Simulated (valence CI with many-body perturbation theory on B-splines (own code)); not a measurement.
**Energy levels of Te3+**

Level of theory: valence CI with perturbative core correlation (CI+MBPT): three valence electrons over a frozen Dirac-Fock core [Kr] 4d10, radial functions for each j: 11 s, 11 p, 10 d, 8 f, 5 g, 2 h, with the one-electron correlation potential Σ1 (screened to all orders), the two-electron term Σ2, the three-electron term Σ3, Breit, model QED; selected single and double excitations, second order for the rest, scaled by the run's own slope (own B-spline code, finite nucleus).

Against 9 measured levels this calculation errs by 319 cm⁻¹ on average and by 715 at most. These come from a selection out of Moore, Atomic Energy Levels, vol. III, NSRDS-NBS 35 (1971 reprint of NBS Circular 467, 1958), an old analysis. Levels without a partner in it may be off by more.

Levels 46 to 90 of 112, with energies above the lowest level, 5s²5p ²P°_1/2. "Leading %" is the weight of the configuration and term that name the level; weights of strongly mixed levels are sums over their largest components and can fall short. Lifetimes count E1, E2, E3, M1 and M2 decay at the calculated energies, and are blank where another channel may lead or the interval is too uncertain; long ones can be off by a factor of two.

```
No.  Configuration  Term    J  E (cm⁻¹)  Leading %  Second component      g  Lifetime
 46          5s²7p   ²P°  1/2    217824         76   17 % 5s5p6s ²P°  0.668   1.49 ns
 47          5s²5f   ²F°  5/2    219701         88    4 % 5s5p5d ²F°  0.857    728 ps
 48          5s²5f   ²F°  7/2    220077         79   15 % 5s5p5d ²F°  1.143    607 ps
 49         5s5p6s   ²P°  3/2    221636         41    24 % 5s²7p ²P°  1.334    235 ps
 50         5s5p5d   ²P°  3/2    226876         37   28 % 5s5p6s ²P°  1.261    121 ps
 51         5s5p5d   ²P°  1/2    228387         69      14 % 5p³ ²P°  0.662    145 ps
 52          5s²5g    ²G  9/2    230657         96                    1.111    935 ps
 53          5s²5g    ²G  7/2    230661         96                    0.889    940 ps
 54         5s5p6p    ⁴D  1/2    233905         72    21 % 5s5p6p ²P  0.209   1.24 ns
 55         5s5p5d   ²F°  7/2    235706         86     5 % 5s²5f ²F°  1.146   97.5 ps
 56         5s5p6p    ⁴D  3/2    236263         72    12 % 5s5p6p ²P  1.200   1.29 ns
 57         5s5p5d   ²F°  5/2    236427         64   21 % 5s5p5d ²D°  0.946   83.2 ps
 58         5s5p5d   ²D°  3/2    236920         57   17 % 5s5p5d ²P°  0.926   76.0 ps
 59          5s²7d    ²D  3/2    237228         86     4 % 5s5p6p ⁴D  0.839   1.31 ns
 60          5s²7d    ²D  5/2    237305         91                    1.207   1.75 ns
 61         5s5p5d   ²P°  1/2    238153         80       7 % 5p³ ²P°  0.662   80.7 ps
 62         5s5p5d   ²D°  5/2    238245         63   23 % 5s5p5d ²F°  1.110   74.6 ps
 63         5s5p6p    ⁴P  3/2    238803         32    30 % 5s5p6p ²P  1.478   1.25 ns
 64          5s²8s    ²S  1/2    238904         83    12 % 5s5p6p ⁴P  2.077    618 ps
 65         5s5p6p    ⁴P  1/2    239457         74     13 % 5s²8s ²S  2.415   1.10 ns
 66         5s5p5d   ²P°  3/2    239804         73    7 % 5s5p5d ²D°  1.285   81.7 ps
 67         5s5p6p    ⁴D  5/2    240086         74    13 % 5s5p6p ⁴P  1.388   1.23 ns
 68         5s5p6p    ²P  1/2    240464         61    23 % 5s5p6p ⁴D  0.694   1.11 ns
 69         5s5p6p    ⁴P  3/2    242969         36    33 % 5s5p6p ²D  1.327   1.28 ns
 70         4f5s5p    ⁴G  5/2    243834         53    23 % 4f5s5p ²F  0.735   1.10 ns
 71         5s5p6s   ²P°  1/2    243959         48    44 % 5s²8p ²P°  0.672    157 ps
 72         5s5p6s   ²P°  3/2    244425         57    33 % 5s²8p ²P°  1.336    157 ps
 73         4f5s5p    ⁴F  7/2    244457         45    24 % 4f5s5p ⁴G  1.204   1.56 ns
 74          5s²6f   ²F°  7/2    245602         94                    1.143   2.21 ns
 75          5s²6f   ²F°  5/2    245633         93                    0.857   2.35 ns
 76         4f5s5p    ⁴F  5/2    245642         39    38 % 4f5s5p ²F  1.015   1.51 ns
 77         4f5s5p    ²F  7/2    245773         39    27 % 4f5s5p ⁴G  1.158   1.15 ns
 78         4f5s5p    ⁴F  3/2    246233         65     7 % 5s5p6p ²P  0.650   1.83 ns
 79         5s5p6p    ²D  3/2    246423         32    20 % 4f5s5p ⁴F  1.068   1.40 ns
 80         4f5s5p    ⁴F  9/2    246473         54    36 % 4f5s5p ⁴G  1.263   1.55 ns
 81         5s5p6p    ⁴P  5/2    246536         61    18 % 5s5p6p ⁴D  1.469   1.37 ns
 82         5s5p6p    ⁴D  7/2    247057         65    23 % 4f5s5p ²F  1.327   1.17 ns
 83          5s²8p   ²P°  1/2    247876         51   40 % 5s5p6s ²P°  0.671    201 ps
 84          5s²8p   ²P°  3/2    248015         61   31 % 5s5p6s ²P°  1.336    274 ps
 85         4f5s5p    ⁴G  5/2    249083         39    22 % 4f5s5p ⁴F  0.824   1.14 ns
 86         5s5p6p    ⁴S  3/2    249702         62    17 % 5s5p6p ²P  1.742   1.23 ns
 87         4f5s5p    ⁴G  7/2    250516         35    24 % 4f5s5p ⁴F  1.109   1.27 ns
 88         5s5p6p    ²D  5/2    251158         78    16 % 5s5p6p ⁴P  1.264   1.34 ns
 89          5s²6g    ²G  9/2    252798         82     8 % 4f5s5p ⁴F  1.133   1.93 ns
 90          5s²6g    ²G  7/2    252803         92                    0.895   2.03 ns
```

Names give the largest LS component (configuration and term), which can be under half, so a name can repeat, a term be missing and a line seem to break the LS rules; names also repeat where a configuration has a term twice.

Where two levels of one J and parity lie close, their mixing, g and order are uncertain.
